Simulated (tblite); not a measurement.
Compound: C3H7FOSi.
Atom-mapped SMILES: `[CH3:1][SiH2:2][O:3]/[CH:4]=[CH:5]/[F:6]` (hydrogens: H7, H8, H9 on C1; H10, H11 on Si2; H12 on C4; H13 on C5)

Computed geometry: GFN2-xTB, gas phase.

Problem. Give the optimised bond lengths and angles.

Solution. 
```csv
bond,length (Å),order
C1–Si2,1.886,single
Si2–O3,1.639,single
O3–C4,1.339,single
C4=C5,1.324,double
C5–F6,1.346,single
"C1–H7, C1–H8, C1–H9",1.086,single
"Si2–H10, Si2–H11",1.466,single
C4–H12,1.083,single
C5–H13,1.078,single
```

Bonds in one row agree within 0.01 Å and their mean is given. Orders are formal, as drawn. A selection of angles:
```csv
angle,degrees
Si2–C1–H7,111.6
Si2–C1–H8,110.2
H7–C1–H8,107.8
C1–Si2–O3,102.0
C1–Si2–H10,113.2
O3–Si2–H10,109.6
H10–Si2–H11,109.0
Si2–O3–C4,130.3
O3–C4–C5,121.5
O3–C4–H12,117.7
C5–C4–H12,120.8
C4–C5–F6,120.5
C4–C5–H13,126.2
F6–C5–H13,113.3
```

Torsions: C1–Si2–O3–C4 180° (antiperiplanar); Si2–O3–C4–C5 180° (antiperiplanar); O3–C4–C5–F6 180° (antiperiplanar).

Si2 (oxygen-bound silicon) is distorted tetrahedral (angles from 102.0° to 113.2°). The 6 heavy atoms lie in one plane (0.001 Å rms).

Point group: Cs (tolerance 0.08 Å). Its GFN2-xTB frequencies are all real (lowest 40 cm⁻¹). The numbers are those of one conformer. 2 starts were optimised and ended at 0.00 and 0.72 kcal/mol (GFN2-xTB); the lowest of these is shown.
